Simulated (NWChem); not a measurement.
Molecule: TiF3, doublet; SMILES [F][Ti]([F])[F]

In the optimisation the excess spin sits in a' (C3h, its own frame).

Q: Give the equilibrium geometry at PBE-D3(BJ)/def2-SVP, spin-unrestricted (NWChem) as an XYZ file, with the point group.

A: point group D3h; any orientation.
```
4

Ti     0.0000     0.0000     0.0000
F     -1.7606     0.0418     0.0000
F      0.9165     1.5038     0.0000
F      0.8441    -1.5456     0.0000
```
